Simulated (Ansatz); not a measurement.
Input and output for `CB(O)O`.

```yaml
crystal:
  periodic: [false, false, false]
  atoms:
    - {symbol: C, position_ang: [0.603340, 0.511669, -1.041006]}
    - {symbol: B, position_ang: [-0.155781, -0.099217, 0.096412]}
    - {symbol: O, position_ang: [-1.433462, -0.740309, -0.110604]}
    - {symbol: O, position_ang: [0.340780, -0.095149, 1.378674]}
    - {symbol: H, position_ang: [0.595644, 0.061962, -1.859721]}
    - {symbol: H, position_ang: [0.304098, 1.573937, -1.135231]}
    - {symbol: H, position_ang: [1.690307, 0.542837, -0.750595]}
    - {symbol: H, position_ang: [-1.871916, -1.323034, 0.713167]}
    - {symbol: H, position_ang: [-0.154879, -0.456470, 2.194190]}
basis:
  gaussian: {orbitals: cc-pVTZ}
hamiltonian: {xc: {name: revPBE0}, dispersion: d3bj}
output: {forces: true}
```

```sh
$ ansatz run in.yaml --threads 2 --pin off --events-out ev --progress --plain --max-ram 32768MiB --backend cpu
```

Shortened log:

```
Functional definition: revPBE0
1019 factors; their error is unknown
mean field evaluation 1: about -5879.8123 eV, gradient 7.5e1 eV
mean field evaluation 2: about -5872.0457 eV, gradient 9.9e1 eV
mean field evaluation 4: about -5890.1416 eV, gradient 3.9e0 eV
mean field evaluation 8: about -5890.1712 eV, gradient 9.4e-2 eV
mean field evaluation 16: about -5890.1638 eV, gradient 4.9e-5 eV
mean field -5890.16381914 eV, -216.4595278570 hartree, gradient 4.9e-5 eV, S^2 0.000000; 0 other end points of the search recorded, 0 dependent functions left out
reference -5890.16385306 eV, -216.4595291036 hartree; 16, 16 occupied and 174, 174 virtual orbitals, 1019 factors
Total energy: -5890.43768118 eV, -216.4695921014 hartree
Atom 0 at     0.603340     0.511669    -1.041006 Å, force     2.423035     5.047650     6.328733 eV/Å
Atom 1 at    -0.155781    -0.099217     0.096412 Å, force    -3.442893    -2.655594     2.600213 eV/Å
Atom 2 at    -1.433462    -0.740309    -0.110604 Å, force    -0.461149    -1.580191     2.686291 eV/Å
Atom 3 at     0.340780    -0.095149     1.378674 Å, force    -0.249839    -0.363904     2.081804 eV/Å
Atom 4 at     0.595644     0.061962    -1.859721 Å, force    -0.687256    -3.830508    -7.361454 eV/Å
Atom 5 at     0.304098     1.573937    -1.135231 Å, force     0.069233    -0.432849    -0.223804 eV/Å
Atom 6 at     1.690307     0.542837    -0.750595 Å, force    -0.868511     0.145528    -0.047221 eV/Å
Atom 7 at    -1.871916    -1.323034     0.713167 Å, force     2.248041     2.760489    -3.351783 eV/Å
Atom 8 at    -0.154879    -0.456470     2.194190 Å, force     0.969339     0.909378    -2.712779 eV/Å
Dipole moment:    -0.107768    -0.154463     0.341977 e Å
```

Run time 4.7 s (2 threads of a server CPU on a shared host); peak host memory 0.41 GiB.
